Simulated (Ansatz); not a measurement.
Consider the redistribution: `B[TeH]` + `[AlH2][CH2][InH2]` → `[InH2][BH][TeH]` + `[CH3][AlH2]`.

Isolated molecules relaxed with PBE0-D4/def2-TZVP in Ansatz; ΔE leaves out vibrations. CBS: MP2 limit from def2 TZ/QZ plus the TZ coupled-cluster correction, frozen cores. This one scheme is used for every species. DFT in def2-TZVPP. B3LYP here is the variant with VWN-RPA as its local correlation; programs differ in this. HSE06 is defined as in plane-wave codes. def2 core potentials past Kr. For In, Te outer-core shells are correlated without core-valence functions, which leaves a few kJ/mol of doubt a bond.

```csv
level,ΔE (kcal/mol),difference from CCSD(T)/CBS
LDA (SPW92),-1.7,-1.5
PBE-D4,-1.8,-1.6
revPBE-D4,-1.7,-1.5
BLYP-D4,-0.6,-0.4
r2SCAN-D4,-0.9,-0.7
B97M-V,-1.2,-1.0
PBE0-D4,-1.5,-1.3
r2SCAN0-D4,-0.9,-0.7
HSE06-D4,-1.5,-1.3
BHLYP-D4,-0.4,-0.2
CAM-B3LYP-D4,-0.2,0.0
ωB97X-V,-0.4,-0.2
ωB97M-V,-0.2,0.0
B2PLYP,0.0,0.2
PBE-QIDH,-0.5,-0.3
PBE,-1.7,-1.5
revPBE,-1.9,-1.7
BLYP,-0.6,-0.4
r2SCAN,-0.9,-0.7
B3LYP,-0.5,-0.3
r2SCANh,-0.9,-0.7
r2SCAN0,-0.9,-0.7
HSE06,-1.5,-1.3
BHLYP,-0.1,0.1
CAM-B3LYP,-0.2,0.0
LC-ωPBE,-1.0,-0.8
RPA@PBE/def2-TZVPP,0.4,0.6
HF/def2-SVP,-0.1,0.1
MP2/def2-SVP,1.0,1.2
CCSD/def2-SVP,-0.2,0.0
CCSD(T)/def2-SVP,-0.1,0.1
HF/def2-TZVPP,0.5,0.7
MP2/def2-TZVPP,0.8,1.0
SCS-MP2/def2-TZVPP,0.9,1.1
CCSD/def2-TZVPP,-0.1,0.1
CCSD(T)/def2-TZVPP,0.0,0.2
SCS-MP2/def2-QZVPP,0.8,1.0
HF/CBS(def2),0.6,0.8
MP2/CBS(def2),0.6,0.8
CCSD/CBS(def2),-0.3,-0.1
CCSD(T)/CBS,-0.2,0
```

Largest T1 diagnostic among the species: 0.016.

Leaving LDA and LC-ωPBE aside and taking each functional with its dispersion term where it has one, the values spread over 1.8 kcal/mol, from PBE-D4 to B2PLYP.
